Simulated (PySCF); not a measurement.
# Ru+: excitation energy

Ru+ [Kr] 4d7 (4F) → Ru+ [Kr] 4d6 5p1 (high-spin determinant), as a difference of total energies. Calculation: PySCF 2.14, in x2c-TZVPPall (8s6p6d2f1g, 79 functions); the spin-free X2C one-electron Hamiltonian (Gaussian nucleus). Correlated levels: valence and next inner shell: [Ar] 3d10 frozen. The calculations carry no spin-orbit coupling.

| method | excitation energy (eV) |
| --- | --- |
| UHF | 4.791 |
| MP2 (valence and next inner shell) | 5.688 |
| SCS-MP2 (valence and next inner shell) | 5.886 |
| CCSD (valence and next inner shell) | 5.593 |
| CCSD(T) (valence and next inner shell) | 5.621 |

Q: How much does correlation contribute at CCSD(T) (valence and next inner shell)?

A: 5.621 − (4.791) = 0.830 eV, measured against UHF.

The basis was made for the ground configuration and has no added diffuse functions, so the excitation energy can come out too high.

The determinant of the upper state mixes LS terms, which raises its energy above the lowest term, most at the Hartree-Fock and MP2 levels.
